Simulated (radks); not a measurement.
Q: All-electron atom: Ta in [Xe] 4f14 5d3 6s2 (the NIST ground configuration). All-electron calculation, non-relativistic Kohn-Sham, SCAN, spin-unpolarised, spherical densities, point nucleus; meta-GGA in the generalised Kohn-Sham scheme; relativity is left out, which matters for an element this heavy. Program: a radial shooting solver on a logarithmic mesh with Libxc functionals. Some entries of the table are withheld. Estimate them.

orbital,occ.,eigenvalue (eV),<r^2> (bohr^2)
1s,2,-62039.39,0.0005757
2s,2,-10185.14,0.009016
2p,6,-9751.523,0.006675
3s,2,-2323.676,0.05660
3p,6,-2122.036,0.05249
3d,10,-1747.743,(1)
4s,2,-465.2597,0.2795
4p,6,-380.9557,0.2912
4d,10,-228.6482,0.3201
5s,2,(2),1.628
5p,6,-38.0680,(3)
4f,14,-32.9492,0.4797
6s,2,-4.7667,14.72
5d,3,-4.7534,5.607

A: 
(1) 3d <r^2> (bohr^2): 0.04102
(2) 5s eigenvalue (eV): -61.7907
(3) 5p <r^2> (bohr^2): 2.048
